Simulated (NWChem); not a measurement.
C2H5FSi2; SMILES C#C[Si@@H](F)[SiH3]

Results from NWChem. Coordinates come from a PBE0/def2-SVP optimisation.

For level PBE/def2-TZVP:

* **orbital gap (eV)**: 4.87

Problem. What are these values for level LDA (Slater exchange, VWN5)/def2-TZVP?

Solution. The orbital gap (eV) is 4.75.
